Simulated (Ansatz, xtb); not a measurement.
Isomers of C4H4BF3 in order of energy

8 gas-phase structures of C4H4BF3, from a drawn sample of its isomers (lower ones may exist). Each was relaxed with GFN2-xTB; where two conformers were screened, the lower at r2SCAN-D4/def2-SVP is listed:

A. `FCC#CCB(F)F`, a singlet
B. `C#C[C@H](CF)B(F)F`, a singlet
C. `CC1=C(F)[C@@H]1B(F)F`, a singlet
D. `C#C[C@H](F)CB(F)F`, a singlet
E. `C=C/C(F)=C/B(F)F`, a singlet
F. `FB(F)C1=C[C@H](F)C1`, a singlet
G. `C=C(/C=C/F)B(F)F`, a singlet
H. `FCCC#CB(F)F`, a singlet

Question: Estimate their order in r2SCAN-D4/def2-SVP energy at these geometries, lowest first.

Answer: Calculated order at r2SCAN-D4/def2-SVP: E (0.0), G (32.7), F (69.9), H (86.1), A (120.9), D (128.7), B (133.5), C (165.4) kJ/mol.

Energies above the lowest of each column, in kJ/mol; the last columns are at B3LYP/def2-SVP geometries and were run for some of them only (a dash: not run or not comparable):

| structure | GFN2-xTB | HF/STO-3G | r2SCAN-D4/def2-SVP | B3LYP/def2-SVP | CCSD(T)/def2-SVP + ΔMP2/def2-TZVPP |
| --- | --- | --- | --- | --- | --- |
| E | 0.0 | 29.0 | 0.0 | 0.0 | 0.0 |
| G | 13.9 | 50.5 | 32.7 | 29.9 | 22.2 |
| F | 1.4 | 0.0 | 69.9 | 71.9 | 56.3 |
| H | 17.4 | 26.2 | 86.1 | – | – |
| A | 39.8 | 59.9 | 120.9 | – | – |
| D | 60.7 | 80.5 | 128.7 | – | – |
| B | 62.2 | 82.7 | 133.5 | – | – |
| C | 100.5 | 134.0 | 165.4 | – | – |

CCSD(T)/def2-SVP + ΔMP2/def2-TZVPP puts E lowest of those it was run on; HF/STO-3G picks F. Flexible structures stand in one conformer each, not always the lowest. Frequencies (GFN2-xTB) were run for E, F, G alone. ΔMP2 is the change of the MP2 energy from the smaller to the larger basis.

Over these structures GFN2-xTB departs from r2SCAN-D4/def2-SVP by 22.9 kJ/mol on average once a common shift is removed. A GFN2-xTB relaxation took about 0.084 s and the r2SCAN-D4/def2-SVP energy about 1.3 s on a shared host (Ansatz 0.2.0, xtb 6.7.1).
